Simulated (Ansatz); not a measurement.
Consider the formal exchange of groups at a Ge–S bond: `[SH][Ge]([Cl])([Cl])[Cl]` + `C#N` → `N#[C][Ge]([Cl])([Cl])[Cl]` + H₂S.

Program: Ansatz. Geometries: PBE0-D4/def2-TZVP. ΔE: electronic, gas phase. CBS: MP2 limit from def2 TZ/QZ plus the TZ coupled-cluster correction, frozen cores. This one scheme is used for every species. Functionals use def2-TZVPP. B3LYP here is the variant with VWN-RPA as its local correlation; programs differ in this. For Ge outer-core shells are correlated without core-valence functions, which leaves a few kJ/mol of doubt a bond. Scalar relativity is left out up to krypton. One conformer a species, not always the lowest.

Task: Is it downhill or uphill in electronic energy at CCSD(T)/CBS, and by how much? (An estimate is asked.)

Result: The calculation gave: Uphill: ΔE = +49.9 kJ/mol.

Task: What do these levels give: B3LYP-D4, r2SCANh-D4, CAM-B3LYP-D4, ωB97M-V, revPBE, r2SCANh, BHLYP, CCSD(T)/def2-TZVPP, HF/def2-QZVPP, SCS-MP2/def2-QZVPP, HF/CBS(def2), MP2/CBS(def2)? (An estimate is asked.)

Result: Computed: B3LYP-D4 52.7, r2SCANh-D4 52.8, CAM-B3LYP-D4 48.1, ωB97M-V 49.7, revPBE 50.2, r2SCANh 52.5, BHLYP 47.7, CCSD(T)/def2-TZVPP 41.7, HF/def2-QZVPP 43.6, SCS-MP2/def2-QZVPP 45.9, HF/CBS(def2) 43.6, MP2/CBS(def2) 53.4 kJ/mol.

Largest T1 diagnostic among the species: 0.014.

Leaving LDA and LC-ωPBE aside and taking each functional with its dispersion term where it has one, the values, not all of them listed here, spread over 7.2 kJ/mol, from B2PLYP to PBE-D4. At CCSD(T), def2-SVP lies −11.4 kJ/mol from the extrapolated value and def2-TZVPP −8.2 kJ/mol. The D4 term adds +4.1 kJ/mol with B3LYP and +2.0 kJ/mol with PBE0; it sums over pairs of atoms, weighted by their polarisabilities, and B3LYP, whose exchange is more repulsive, gets the larger term.
